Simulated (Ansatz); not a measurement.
Total energies of C₃H₅FSi, SMILES `FCC1=C[SiH2]1`.

Z-matrix (Å, degrees):
```
C
C 1 1.473
F 1 1.380 2 111.7
H 1 1.096 2 110.4 3 119.9
H 1 1.095 2 110.5 3 -120.0
Si 2 1.811 1 154.1 3 -1.5
C 2 1.333 1 137.9 3 178.8
H 6 1.482 2 121.2 1 75.7
H 6 1.482 2 121.3 1 -75.3
H 7 1.083 2 135.8 1 -0.1
```

Total charge 0; spin multiplicity 1. The geometry is a stationary point of PBE0-D4/def2-TZVP. It is one conformer, not always the lowest. Basis def2-TZVPP, Ansatz.

RPA on PBE orbitals: Hartree–Fock energy of these orbitals -504.84616 Eh, correlation -1.37707 Eh (frozen core).

```csv
functional,energy without D4 (Eh),D4 term (kJ/mol)
PBE,-506.27674,-19.1
revPBE,-506.55180,-60.1
BLYP,-506.61303,-42.3
B97M-V,-506.57485,–
B3LYP,-506.70367,-30.7
r2SCANh,-506.52630,-5.0
r2SCAN0,-506.50885,-5.5
BHLYP,-506.56722,-22.9
CAM-B3LYP,-506.59360,-16.2
LC-ωPBE,-506.44931,–
ωB97X-V,-506.56517,–
ωB97M-V,-506.57875,–
B2PLYP,-506.39656,–
PBE-QIDH,-506.19908,–
```

**Question.** Give the same for LDA (SPW92), r2SCAN, PBE0, HSE06 (plane-wave form). (Estimate.)

**Answer.** Computed: 
| functional | energy without D4 (Eh) | D4 term (kJ/mol) |
| --- | --- | --- |
| LDA (SPW92) | -503.78868 | – |
| r2SCAN | -506.53871 | -4.7 |
| PBE0 | -506.31757 | -16.1 |
| HSE06 (plane-wave form) | -506.30008 | -14.9 |

B3LYP takes the VWN-RPA correlation (the form of Gaussian; ORCA's B3LYP/G). HSE06 is the plane-wave form, built on full-range PBE exchange. The double hybrids freeze the cores in their second-order part.

LC-ωPBE has ω = 0.4 bohr⁻¹.
